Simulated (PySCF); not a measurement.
BF2H5P2.
Structure used (PBE0-D3(BJ)/def2-SVP), in Å, numbered top down from 1:
```xyz
10
BF2H5P2 angstrom
B     -1.1888    0.7271   -0.4008
P     -0.0668   -0.3456    0.6122
F      0.1558    0.1548    2.1048
F     -0.6342   -1.8060    0.8855
P      1.9989   -0.8305    0.0398
H     -0.5712    1.7790   -0.4608
H     -2.2362    0.7652    0.2193
H     -1.2254    0.1252   -1.4633
H      1.5691   -1.1318   -1.2888
H      2.2495    0.5417   -0.2694
```

The calculation used core-valence-separated Tamm–Dancoff BHandHLYP/aug-pcX-1 (pcseg-1 on H, def2-SVPD on P) in PySCF, non-relativistic, gas phase, PBE0-D3(BJ)/def2-SVP geometry. The energies are unshifted.

Question: What does the B 1s absorption edge look like?

Answer: 
| E (eV) | f | core hole on | main final orbital |
| --- | --- | --- | --- |
| 187.85 | 0.0120 | B1 | LUMO (82 %) |
| 187.93 | 0.0012 | B1 | LUMO+1 (81 %) |
| 189.07 | 0.0225 | B1 | spread |
| 189.38 | 0.0033 | B1 | LUMO+2 (60 %) |
| 189.91 | 0.0152 | B1 | LUMO+3 (72 %) |
| 190.12 | 0.0147 | B1 | LUMO+4 (46 %) |

The first line with a tenth or more of the strongest one's intensity is at 187.85 eV (f = 0.012), with the hole on B1 (four-coordinate boron). The strongest listed is at 189.07 eV (f = 0.022; B1).

Question: List the fluorine K-edge absorption lines.

Answer: 
```
E (eV)       f  core hole on          main final orbital
685.14  0.0527         F3/F4  LUMO+1 (2 roots, f summed)
686.51  0.0215         F3/F4    LUMO (2 roots, f summed)
687.39  0.0127         F3/F4    LUMO (2 roots, f summed)
688.14  0.0126         F3/F4  LUMO+2 (2 roots, f summed)
688.53  0.0095         F3/F4  LUMO+3 (2 roots, f summed)
```

The first line with a tenth or more of the strongest one's intensity is at 685.14 eV (f = 0.053, sum of 2), with the hole on F3/F4 (phosphorus-bound fluorine). It is also the strongest listed.

Roots within 0.03 eV whose holes lie on the same, on equivalent or on shared atoms are summed into one line, and the highest roots are left out, as the search may have cut off their partners. Final orbitals are the ground state's empty Kohn–Sham orbitals.

Question: What is the summed oscillator strength of the listed B K lines, and their intensity-weighted mean energy?

Answer: Σf = 0.069 over 6 lines from 187.85 to 190.12 eV; the weighted mean is 189.26 eV. The strongest line holds 33 % of the sum.

The list ends where the root search ended, not at a threshold.

One conformer stands for the species.
